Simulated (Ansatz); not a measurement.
```yaml
crystal:
  periodic: [false, false, false]
  atoms:
    - {symbol: P, position_ang: [-1.091884, 0.049402, -1.679236]}
    - {symbol: P, position_ang: [0.606788, -1.992353, 0.761624]}
    - {symbol: As, position_ang: [0.002341, 2.552861, 1.200218]}
    - {symbol: As, position_ang: [2.236960, -0.393844, -0.148006]}
    - {symbol: As, position_ang: [0.737414, 1.588025, -1.061279]}
    - {symbol: As, position_ang: [0.708954, -1.817768, -1.739313]}
    - {symbol: As, position_ang: [-1.687233, -0.964760, 0.497011]}
    - {symbol: As, position_ang: [-1.513330, 0.978438, 2.168981]}
basis:
  gaussian: {orbitals: "6-31G*"}
magnetization: {spin_polarized: true, initial_magnetization: 0}
hamiltonian: {xc: {name: PBEsol}, pseudopotentials: {relativity: scalar}}
scf: {omitted_lower_state_checks: [starts]}
```

```sh
$ ansatz run in.yaml --threads 4 --pin off --events-out ev --progress --plain --max-ram 6963MiB
```

It prints (some lines left out):

```
Functional definition: PBEsol
2614 factors; their error is unknown
mean field evaluation 1: about -386494.0917 eV, gradient 2.2e1 eV
mean field evaluation 2: about -386490.7751 eV, gradient 2.6e1 eV
mean field evaluation 4: about -386493.6851 eV, gradient 1.4e1 eV
mean field evaluation 8: about -386494.8122 eV, gradient 2.4e-4 eV
mean field -386494.81215759 eV, -14203.4223711986 hartree, gradient 2.4e-5 eV, S^2 0.000000; 0 other end points of the search recorded, 0 dependent functions left out
reference -386494.81219631 eV, -14203.4223726215 hartree; 114, 114 occupied and 134, 134 virtual orbitals, 2614 factors
Total energy: -386494.81219631 eV, -14203.4223726215 hartree
Relativity: scalar
Checks for a lower state left out: starts
```

Run time 13 s (4 threads of Arm Neoverse V1 on a shared host), peak host memory 0.69 GiB.

The 6-31G sets use Cartesian d functions.
